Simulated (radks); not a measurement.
These are the eigenvalues of the occupied orbitals of an atom or ion with whole-number occupations (eV). All-electron calculation, non-relativistic Kohn-Sham, PBE, spin-polarised, spherical densities, point nucleus. Program: a radial shooting solver on a logarithmic mesh with Libxc functionals.

orbital  eigenvalue
1s down   -6410.153
1s up     -6410.136
2s up     -770.1989
2s down   -768.1721
2p up     -665.2583
2p down   -663.7411
3s up     -121.8171
3s down   -117.0659
3p up      -91.6611
3p down    -86.9897
3d up      -43.0897

Which element is it, and in what charge state? The configuration may be excited. Open shells, if any, are filled with parallel spins first.

Answer. Z = 25, manganese, charge +3: Mn3+ in [Ar] 3d4. The list shows which subshells hold electrons but not how many an open one holds; the 1s level, -235.57 hartree, gives Z - s = 21.7 by -(Z - s)^2/2, which with screening narrows Z to a few neighbours, and the depths of the outer levels then fix element, charge and occupations together.
